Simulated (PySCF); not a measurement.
Sn(Br)2 cation (Br2Sn), SMILES [Br][Sn][Br] (connectivity only; charge and spin as stated), charge +1, multiplicity 2. Atoms are numbered in the order given.

```xyz
3

Sn     0.0000     0.0000     0.7242
Br     0.0000    -2.1159    -0.5173
Br     0.0000     2.1159    -0.5173
```
Charge +1, spin multiplicity 2.

The structure is a stationary point at PBE0-D3(BJ)/def2-SVP. The spin state was assumed, not searched. The isomer is the one that the SMILES or the coordinates give; other isomers of the formula were not compared. The def2 effective core potentials stand for the cores of Sn; spin–orbit coupling is left out.

Level of theory: TDA-M06-2X/def2-SVPD in PySCF.

Vertical excitations. 

Computed lowest excited states:
| state | energy (eV) | λ (nm) | f | main pairs |
|---|---|---|---|---|
| root 1 | 1.58 | 784 | 0.002 | β HOMO→LUMO 96 % |
| root 2 | 1.66 | 748 | 0.000 | β HOMO−1→LUMO 98 % |
| root 3 | 2.13 | 581 | 0.001 | β HOMO−3→LUMO 97 % |
| root 4 | 2.23 | 555 | 0.007 | β HOMO−2→LUMO 95 % |
| root 5 | 3.34 | 371 | 0.013 | α HOMO→LUMO 93 % |
| root 6 | 3.43 | 362 | 0.070 | α HOMO−2→LUMO 8 %, β HOMO−4→LUMO 85 % |
| root 7 | 4.39 | 283 | 0.001 | α HOMO−2→LUMO 45 %, β HOMO−1→LUMO+1 53 % |
| root 8 | 4.39 | 282 | 0.000 | α HOMO−1→LUMO 50 %, β HOMO→LUMO+1 49 % |
| root 9 | 4.48 | 277 | 0.000 | α HOMO−1→LUMO 50 %, β HOMO→LUMO+1 50 % |
| root 10 | 4.78 | 259 | 0.000 | α HOMO−3→LUMO 58 %, β HOMO−3→LUMO+1 38 % |
Unrestricted roots are not spin-pure.
